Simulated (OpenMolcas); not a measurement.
**W I: CASPT2 settings compared**

```
Program             : OpenMolcas 26.06
Basis               : ANO-R1 [7s5p4d2f]
Scalar Hamiltonian  : X2C, finite nucleus
Active space        : 6 electrons in 6 orbitals (5d 6s)
State averaging     : 2S+1 = 7 even, 1 root; 2S+1 = 5 even, 30 roots kept (CI in the orbitals of an earlier block); 2S+1 = 3 even, 58 roots kept (CI in the orbitals of an earlier block); 2S+1 = 1 even, 35 roots kept (CI in the orbitals of an earlier block)
Spin-orbit coupling : RASSI with atomic mean-field integrals over the reference wave functions, term energies averaged over their components
```

Methods on the same reference wave functions:
A. CASSCF
B. SS-CASPT2, IPEA 0.5 Eh, real shift 0.2 Eh (closed shells correlated: 5s 5p)
C. SS-CASPT2, IPEA 0.3 Eh, sigma1 regulariser 0.1 Eh (closed shells correlated: 5s 5p)
D. MS-CASPT2, IPEA 0.5 Eh, real shift 0.2 Eh (closed shells correlated: 5s 5p)
E. MS-CASPT2, IPEA 0.3 Eh, sigma1 regulariser 0.1 Eh (closed shells correlated: 5s 5p)
F. XMS-CASPT2, IPEA 0.4 Eh, sigma2 regulariser 0.05 Eh (closed shells correlated: 5s 5p)

Energies in cm-1 above 5d4 6s2 5D0, the measured ground level; measured values from NIST Handbook of Basic Atomic Spectroscopic Data.

```csv
Level,A,B,C,D,E,F,Measured
5d5 6s 7S3,-7407,538,1025,1351,2230,5530,2951
5d4 6s2 5D0,0.0,0.0,0.0,0.0,0.0,0.0,0.0
5d4 6s2 5D1,1115,1180,1206,1218,1229,1036,1670
5d4 6s2 5D2,2442,2580,2620,2730,2770,2480,3326
5d4 6s2 5D3,3757,3940,3980,4250,4320,4020,4830
5d4 6s2 5D4,5029,5170,5210,5640,5750,5550,6219
5d4 6s2 3P0 [55 %],11023,10900,10700,11530,11620,14140,
5d4 6s2 3P1 [55 %],14799,14630,14420,15400,15530,18050,
5d5 6s 5G4,15552,21080,21450,21890,22660,25610,
5d5 6s 5G5,15743,21600,22030,22410,23220,26120,
5d5 6s 5G6,16053,21890,22320,22690,23510,26400,
5d4 6s2 3H6,19263,18040,18330,18850,19520,21380,
5d4 6s2 1S0 [57 %],20870,22160,21890,23040,23160,27010,
5d5 6s 5D0,21778,24690,24620,26280,27050,29950,
```

A puts 5d5 6s 7S3 lowest.

Deviations, from unrounded energies. A percentage is the sum of absolute deviations over the sum of measured energies, with the sign that they share, or ± where signs differ.

| Against measurement | Levels | A | B | C | D | E | F |
| --- | --- | --- | --- | --- | --- | --- | --- |
| mean absolute deviation (cm-1) | 5 | 2800 | 1100 | 990 | 760 | 540 | 1100 |
| fine structure of the ground term (%) | 4 | -23.1 | -19.8 | -18.9 | -13.7 | -12.3 | -18.5 |
| other configurations (%) | 1 | -351.0 | -81.8 | -65.3 | -54.2 | -24.6 | +87.3 |

E lies closest to measurement on these levels and A furthest from it. The largest miss of E in the table is 5d5 6s 7S3, by -730 cm-1. The ranking rests on the paired levels alone, and a cruder setting can come out closer through cancelling errors.

Among B to F the level of the table that moves most is 5d5 6s 5D0, by 5300 cm-1 (lowest in C, highest in F). Moves below CASPT2's spread within the term are not significant.

The mean deviations of B to F differ by less than CASPT2's widest spread within a term (2300 cm-1), so their order carries little weight.

From A to B the spin-free energies of the other terms of 5d4 6s2 shown, above 5D, scale by factors of 0.91 to 1.14.

The lowest spin-free term lies below A's lowest term by 0.186 hartree in B, 0.197 hartree in C, 0.186 hartree in D, 0.197 hartree in E, 0.201 hartree in F.

Term energies are means over components that CASPT2 splits; among the terms shown or strongly mixed into the levels shown the widest spread is 2300 cm-1 (5d5 6s 5G, F). Over all roots computed the reference weight is 0.87 to 0.94 in F; the roots of lowest weight are the least certain, and an intruder state may touch them. Terms from blocks run as CI alone lack orbitals of their own. Configurations are named by rounded mean occupations; where the s occupation lies near a half they are strongly mixed, a name can repeat and a true partner stay unpaired. A single d shell beside an s shell can misplace configurations of different d count against each other. Without dynamic correlation excited terms often stand tens of per cent too high (terms of higher spin than the ground term too low), and those without a measured partner can miss by more than the paired ones (holds for A). The lowest computed level is not the ground level that NIST lists (5D0) (holds for A). The lowest spin-free term belongs to 5d5 6s, not to the configuration of the lowest level (holds for B; C; D; E). Some terms miss by over 15 % even with CASPT2, which points to a basis or an active space too small for the shells correlated (holds for B; C; D; E; F). Some levels mix across a computed gap that differs much from the measured one, so their mixing is not that of the real levels (holds for F). The CASPT2 spread within a term exceeds the gap to the next term for 5d4 6s2 3P and 5d4 6s2 3H, 5d4 6s2 1S and 5d5 6s 5G, 5d5 6s 5G and 5d4 6s2 1I and others, so the order of their levels is uncertain, and so are names and mixing where such terms share a J (holds for F). Computed and measured levels are paired by configuration, term and J; levels that our copy of the source lacks, or whose pairing is in doubt (as where it misses far off the trend of its configuration), stay unpaired and out of the deviations. Only configurations of the active space appear. Levels that lie high or do not pair safely by name in every column are left out.

A share in square brackets marks a mixed level and gives the weight of the term that names it, the lowest over the columns.
